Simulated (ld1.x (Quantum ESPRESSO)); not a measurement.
## PBE RRKJ dataset for cerium, scalar-relativistic all-electron reference.

ld1.x (Quantum ESPRESSO) 7.5 was run on this input:

```
&input
   title='Ce', zed=58., rel=1, dft='PBE', iswitch=3,
   config='[Xe] 4f1 5d1 6s1 6p0',
   nld=3, rlderiv=3.90, eminld=-5.0, emaxld=5.0, deld=0.02
 /
 &inputp
   pseudotype=2, tm=.false., lloc=0,
   nlcc=.true., new_core_ps=.true., rcore=1.70,
   file_pseudopw='Ce.UPF', file_wfcaegen='ae.wfc', file_wfcncgen='nc.wfc', file_beta='beta', file_chi='chi'
 /
3
5P  2  1   6.00   0.00  2.05  2.05  0.0
5D  3  2   1.00   0.00  3.60  3.60  0.0
5S  1  0   2.00   0.00  2.45  2.45  0.0
 &test
   configts(1)='5s2 5p6 5d1 6s1 6p0'
 /
```

Command:

```bash
ld1.x < Ce.in > Ce.out
```

Resulting log (shortened: banner, matrices, multipoles, cross overlaps and the repeated all-electron block are left out):

```
Program LD1 v.7.5
     --------------------------- All-electron run ----------------------------

     Ce
     scalar relativistic calculation

     atomic number is 58.00
     dft =PBE   lsd =0 sic =0 latt =0  beta=0.20 tr2=1.0E-14
     Exchange-correlation= PBE
                           (   1   4   3   4   0   0   0)
     mesh =1255 r(mesh) = 100.94310 a.u. xmin = -7.00 dx = 0.01250
     1 Ry =  13.60569312 eV, c = 137.03599908

     n l     nl                  e(Ry)          e(Ha)          e(eV)
     1 0     1S 1( 2.00)     -2960.3202     -1480.1601    -40277.2077
     2 0     2S 1( 2.00)      -474.3547      -237.1773     -6453.9242
     2 1     2P 1( 6.00)      -424.8607      -212.4303     -5780.5240
     3 0     3S 1( 2.00)      -102.4869       -51.2434     -1394.4050
     3 1     3P 1( 6.00)       -86.7483       -43.3742     -1180.2712
     4 0     4S 1( 2.00)       -21.0851       -10.5426      -286.8780
     4 1     4P 1( 6.00)       -15.9481        -7.9740      -216.9848
     3 2     3D 1(10.00)       -64.3996       -32.1998      -876.2013
     5 0     5S 1( 2.00)        -3.4172        -1.7086       -46.4935
     5 1     5P 1( 6.00)        -2.1398        -1.0699       -29.1140
     4 2     4D 1(10.00)        -8.5557        -4.2779      -116.4067
     4 3     4F 1( 1.00)        -0.8294        -0.4147       -11.2847
     5 2     5D 1( 1.00)        -0.6294        -0.3147        -8.5629
     6 0     6S 1( 1.00)        -0.6240        -0.3120        -8.4899
     6 1     6P 1( 0.00)        -0.4011        -0.2006        -5.4577

     final scf error:  2.2E-15 reached in  26 iterations

     Etot =  -17720.474066 Ry,   -8860.237033 Ha, -241099.332134 eV

     Ekin =   18782.965249 Ry,    9391.482625 Ha,  255555.261118 eV
     Encl =  -42900.630338 Ry,  -21450.315169 Ha, -583692.811161 eV
     Eh   =    6815.306293 Ry,    3407.653146 Ha,   92726.965957 eV
     Exc  =    -418.115270 Ry,    -209.057635 Ha,   -5688.748049 eV

     normalization and overlap integrals

     s(1S/1S) =  1.000000  <r> =   0.0246  <r2> =    0.0008  r(max) =   0.0158
     s(2S/2S) =  1.000000  <r> =   0.1052  <r2> =    0.0131  r(max) =   0.0887
     s(2P/2P) =  1.000000  <r> =   0.0924  <r2> =    0.0104  r(max) =   0.0717
     s(3S/3S) =  1.000000  <r> =   0.2786  <r2> =    0.0887  r(max) =   0.2534
     s(3P/3P) =  1.000000  <r> =   0.2767  <r2> =    0.0887  r(max) =   0.2502
     s(4S/4S) =  1.000000  <r> =   0.6373  <r2> =    0.4581  r(max) =   0.5928
     s(4P/4P) =  1.000000  <r> =   0.6748  <r2> =    0.5175  r(max) =   0.6154
     s(3D/3D) =  1.000000  <r> =   0.2536  <r2> =    0.0758  r(max) =   0.2049
     s(5S/5S) =  1.000000  <r> =   1.5170  <r2> =    2.5839  r(max) =   1.3697
     s(5P/5P) =  1.000000  <r> =   1.7553  <r2> =    3.4875  r(max) =   1.5520
     s(4D/4D) =  1.000000  <r> =   0.7442  <r2> =    0.6421  r(max) =   0.6551
     s(4F/4F) =  1.000000  <r> =   1.0978  <r2> =    1.5911  r(max) =   0.7061
     s(5D/5D) =  1.000000  <r> =   2.7158  <r2> =    8.6773  r(max) =   2.1214
     s(6S/6S) =  1.000000  <r> =   3.9858  <r2> =   17.8086  r(max) =   3.5415
     s(6P/6P) =  1.000000  <r> =   4.9917  <r2> =   27.9533  r(max) =   4.3800

     ------------------------ End of All-electron run ------------------------

     --------------------- Generating NC pseudopotential ---------------------

      Generating local pot.: lloc=0, matching radius rcloc =   2.4500

      Computing core charge for nlcc:

       r > 1.72 : true rho core
      Core charge pseudized with two Bessel functions
      Integrated core pseudo-charge :   5.11

      Wfc   5P  rcut= 2.043  Estimated cut-off energy=       42.95 Ry
      This function has    0 nodes for 0 < r <    2.043

      Wfc   5D  rcut= 3.631  Estimated cut-off energy=       17.90 Ry
      This function has    0 nodes for 0 < r <    3.631

     ------------------- End of pseudopotential generation -------------------

     Computing logarithmic derivative in   3.88968
     Message from routine compute phi:
     negative determinant

      ld=  -0.635856 f2ae -1.176729 faenor  0.624723
     Message from routine compute phi:
     negative determinant

      ld=  -0.216788 f2ae  0.104053 faenor  0.609281
     Computing logarithmic derivative in   3.88968
     Computing the partial wave expansion
       no projector for channel:   0
     R is outside the sphere for l=    1 j= 0.00
     R is outside the sphere for l=    2 j= 0.00

     ---------------------- Testing the pseudopotential ----------------------

     Ce
     scalar relativistic calculation

     atomic number is 58.00   valence charge is 11.00
     dft =PBE   lsd =0 sic =0 latt =0  beta=0.20 tr2=1.0E-14
     mesh =1255 r(mesh) = 100.94310 xmin = -7.00 dx = 0.01250

     n l     nl             e AE (Ry)        e PS (Ry)    De AE-PS (Ry)
     1 0     5S   1( 2.00)       -3.41721       -3.41721       -0.00000
     2 1     5P   1( 6.00)       -2.13984       -2.13984        0.00000
     3 2     5D   1( 1.00)       -0.62936       -0.62936        0.00000
     2 0     6S   1( 1.00)       -0.62399       -0.72213        0.09814  !
     3 1     6P   1( 0.00)       -0.40113       -0.40122        0.00009

     eps = 7.7E-16  iter =  3

     Etot =  -17720.474066 Ry,   -8860.237033 Ha, -241099.332134 eV
     Etotps =   -71.022276 Ry,     -35.511138 Ha,    -966.307295 eV

     Ekin =      15.840717 Ry,       7.920358 Ha,     215.523931 eV
     Encl =    -118.823849 Ry,     -59.411925 Ha,   -1616.680831 eV
     Ehrt =      46.634602 Ry,      23.317301 Ha,     634.496089 eV
     Ecxc =     -15.089085 Ry,      -7.544542 Ha,    -205.297457 eV
     (Ecc =      -5.197360 Ry,      -2.598680 Ha,     -70.713691 eV)
     Epseu=       0.415339 Ry,       0.207669 Ha,       5.650973 eV

     ---------------------- End of pseudopotential test ----------------------
```

The potential misses its own reference levels by up to 1.3 eV, so it is not fit for use. ld1.x takes every shell without a wave as core, so the model core holds the 6s electrons as well and exchange and correlation see them twice. This cancels in the reference configuration, but the file is broken for other ones, and its errors say nothing about a proper core correction.

Generation and configuration tests took about 3.2 s on one core of a shared server CPU.
